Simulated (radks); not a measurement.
Question: Successive ionisation energies (eV) of one element, from differences of total energies of ions in their ground configurations, starting at charge 22: 2003.5, 2114.6, 2285.5, 2396.0, 10266.8, 10746.4. Method: scalar-relativistic Kohn-Sham, exchange-only LDA, spin-polarised, spherical densities, point nucleus; open shells are filled with parallel spins first; computed with a radial shooting solver on a logarithmic mesh with Libxc functionals. Which element is it?

Answer: Nickel (Z = 28). The first species listed is Ni22+ in [He] 2s2 2p2, the last Ni27+ in 1s1.
